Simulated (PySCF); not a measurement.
IAO charges from PBE0/pcSseg-1 densities (PySCF) at GFN2-xTB geometries, gas phase, one conformer each. Species are given as SMILES. The IAO scheme projects the occupied orbitals on a minimal set of polarised atomic orbitals and counts the electrons in each atom's part of it.

Problem. Rank these species by the highest charge on any of their hydrogens, highest value first.
A. `C#Cc1ccc(C(C)=O)pc1`
B. `FCC(F)(F)C(F)(F)C(F)(F)F`
C. `F[Si@@H](CC(F)(F)F)[SiH2]P`
D. `O=C/C(=C/C(F)(F)F)[SiH2]O`

Solution. D (+0.373 e), A (+0.208 e), C (+0.189 e), B (+0.167 e).

Problem. Rank these species by the lowest charge on any of their atoms, highest value first.
A. `FC(C(F)(F)C(F)(CF)F)(F)F`
B. `C#C[C@@H]([C@H](C)[S-])C(F)(F)F`
C. `C#Cc1ccc(C(C)=O)pc1`
D. `C#CC(=O)O`
E. `O=C/C(=C/C(F)(F)F)[SiH2]O`
F. `ClC=C(Cl)Cl`

Solution. F (-0.204 e), A (-0.296 e), D (-0.464 e), C (-0.477 e), B (-0.755 e), E (-0.786 e).

Problem. For each of these, name the hydrogen and the heavy atom of highest charge and the atom of lowest charge, and give the mean charge of the hydrogens: `[CH:1]#[C:2][c:3]1[cH:4][cH:5][c:6]([C:7]([CH3:8])=[O:9])[p:10][cH:11]1`; `[Cl:1][CH:2]=[C:3]([Cl:4])[Cl:5]`; `[CH3:1][CH2:2][Si@H:3]([CH3:4])[CH2:5][SiH3:6]`; `[CH:1]#[C:2][C@@H:3]([C@H:4]([CH3:5])[S-:6])[C:7]([F:8])([F:9])[F:10]`; `[O:1]=[CH:2]/[C:3](=[CH:4]/[C:5]([F:6])([F:7])[F:8])[SiH2:9][OH:10]`; `[CH:1]#[C:2][C:3](=[O:4])[OH:5]`; `[F:1][CH2:2][C:3]([F:4])([F:5])[C:6]([F:7])([F:8])[C:9]([F:10])([F:11])[F:12]`; `[F:1][Si@@H:2]([CH2:3][C:4]([F:5])([F:6])[F:7])[SiH2:8][PH2:9]`.

Solution. 
| SMILES | H of highest charge | its q (e) | heavy atom of highest charge | its q (e) | atom of lowest charge | its q (e) | mean q of all H (e) |
| --- | --- | --- | --- | --- | --- | --- | --- |
| C#Cc1ccc(C(C)=O)pc1 | H on C1 (alkyne hydrogen) | +0.208 | P10 (phosphorus bonded to 2 C) | +0.460 | C8 (methyl carbon next to a carbonyl) | -0.477 | +0.172 |
| ClC=C(Cl)Cl | H on C2 (vinylic hydrogen) | +0.193 | Cl4 (vinyl chlorine) | +0.035 | C2 (vinylic C–Cl carbon) | -0.204 | +0.193 |
| CC[Si@H](C)C[SiH3] | H on C5 (methylene hydrogen) | +0.160 | Si3 (SiH silicon) | +0.917 | C5 (sp3 carbon bound to silicon) | -0.825 | +0.069 |
| C#C[C@@H]([C@H](C)[S-])C(F)(F)F | H on C3 (methine hydrogen) | +0.192 | C7 (CF3 carbon) | +0.799 | S6 (thiolate sulfur) | -0.755 | +0.145 |
| O=C/C(=C/C(F)(F)F)[SiH2]O | H on O10 (hydroxyl hydrogen) | +0.373 | Si9 (oxygen-bound silicon) | +1.012 | O10 (silanol oxygen) | -0.786 | +0.078 |
| C#CC(=O)O | H on O5 (acid proton) | +0.378 | C3 (carboxylic acid carbon) | +0.526 | O5 (acid hydroxyl oxygen) | -0.464 | +0.297 |
| FCC(F)(F)C(F)(F)C(F)(F)F | H on C2 (methylene hydrogen) | +0.167 | C9 (CF3 carbon) | +0.792 | F1 (alkyl fluorine) | -0.296 | +0.167 |
| F[Si@@H](CC(F)(F)F)[SiH2]P | H on C3 (methylene hydrogen) | +0.189 | Si2 (fluorine-bound silicon) | +0.950 | C3 (sp3 carbon bound to silicon) | -0.605 | +0.014 |
